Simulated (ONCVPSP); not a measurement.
**Scattering properties, ONCV potential for Pm (Z = 61)**

| Item | Value |
| --- | --- |
| Element | promethium |
| Generator | ONCVPSP 4.0.1 |
| Type | optimised norm-conserving Vanderbilt (ONCV) |
| Functional | LDA (Perdew-Wang 92) |
| Relativity | scalar-relativistic |
| Frozen core | [Kr] 4d10 |
| Valence charge | 15 |
| Reference configuration | 4f5 5s2 5p6 6s2 |
| Partial waves | 5s+6s: rc 1.95 bohr, ncon 4, nbas 7, qcut 4.6 1/bohr, 2 projectors; 5p: rc 2.50 bohr, ncon 5, nbas 8, qcut 4.4 1/bohr, 2 projectors, debl 3.2 Ha; d scattering state at 0.14 Ha: rc 2.20 bohr, ncon 3, nbas 7, qcut 3.7 1/bohr, 2 projectors, debl 2.5 Ha; 4f: rc 0.80 bohr, ncon 4, nbas 7, qcut 12.5 1/bohr, 2 projectors, debl 1.1 Ha |
| Local potential | polynomial inside 0.70 bohr (lpopt 5, dvloc0 0 Ha) |
| Core correction | none |

In the d channel the program set the typed energies aside and used 0.050, 2.550 Ha.

The phase is arctan(r·R′/R) of the radial function R(r), unwrapped; energies in Ha, scanned from -3 to 5 Ha. A pole is an energy at which the radial function vanishes at the test radius. The pseudo phase is shifted by a multiple of π to meet the all-electron one at the reference energy, and phase errors are pseudo minus all-electron; the curves can meet again beyond the range given. Levels narrower than the energy grid can be missing from the lists of poles.

```
channel  radius (bohr)  reference energy (Ha)  poles, all-electron  poles, pseudo  unbroken range about the reference energy with phases within 0.05 rad  phase error 1 Ha above the reference energy (rad)
      s           1.98                  -0.14                -0.88    -0.88, 3.83                                                              below 1.9                                             -0.001
      p           2.53                  -0.84          -0.56, 3.41    -0.56, 3.40                                                        the whole range                                             -0.001
      d           2.23                   0.05                 1.23           1.23                                                        the whole range                                             -0.000
      f           0.81                  -0.09                 none           none                                                        the whole range                                             +0.000
```

Note: ghosts flagged at negative energy: s at -616.9 eV, p at -204.0 eV; GHOST(+) flagged for d at 60.0 eV, s at 109.4 eV. A true bound ghost makes a file unfit for plane-wave use.

Phases in the s channel:

```
E (Ha)  all-electron  pseudo
 -2.98         1.086   1.086
 -2.54         0.823   0.822
 -2.10        -0.124  -0.124
 -1.66        -1.164  -1.164
 -1.22        -1.464  -1.464
 -0.78        -1.595  -1.595
 -0.34        -1.683  -1.683
  0.10        -1.763  -1.763
  0.54        -1.859  -1.859
  0.98        -2.004  -2.005
  1.42        -2.292  -2.301
  1.86        -2.982  -3.026
  2.30        -3.843  -3.902
  2.74        -4.237  -4.287
  3.18        -4.410  -4.467
  3.62        -4.504  -4.602
  4.06        -4.564  -5.630
  4.50        -4.607  -7.641
  4.94        -4.640  -7.725
```
